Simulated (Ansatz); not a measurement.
`BN/C=N/C=C` and `BN/C=[N]/[GeH3]` differ in one atom or group.

Ansatz, PBE0-D4/def2-TZVP geometries, multiplicity 1. Each molecule was computed in one conformer, which needn't be the lowest.

Scalar relativity is left out up to krypton.

```tsv
property	`BN/C=N/C=C`
LUMO energy (B3LYP/def2-TZVPP) / eV	-1.50
LUMO energy (PBE/def2-TZVPP) / eV	-2.27
HOMO energy (PBE0/def2-TZVPP) / eV	-6.74
size of the dipole moment (B3LYP/def2-TZVPP) / D	2.61
HOMO energy (B3LYP/def2-TZVPP) / eV	-6.53
HOMO energy (ωB97M-V/def2-TZVPP) / eV	-8.93
```

Question: What does the change do to each property? (Estimate.)

Answer: The calculation gave: 
```tsv
property	`BN/C=[N]/[GeH3]`	shift
LUMO energy (B3LYP/def2-TZVPP) / eV	-1.35	0.15
LUMO energy (PBE/def2-TZVPP) / eV	-2.14	0.13
HOMO energy (PBE0/def2-TZVPP) / eV	-7.33	-0.59
size of the dipole moment (B3LYP/def2-TZVPP) / D	2.57	-0.04
HOMO energy (B3LYP/def2-TZVPP) / eV	-7.10	-0.57
HOMO energy (ωB97M-V/def2-TZVPP) / eV	-9.64	-0.71
```

With PBE0 the HOMO falls by 0.59 eV and the LUMO rises by 0.16 eV, so the gap widens by about 0.75 eV. PBE moves the HOMO by -0.32 eV and ωB97M-V by -0.71 eV. Dipoles are sizes alone; their direction can turn.

B3LYP here is the variant with VWN-RPA as its local correlation; programs differ in this.
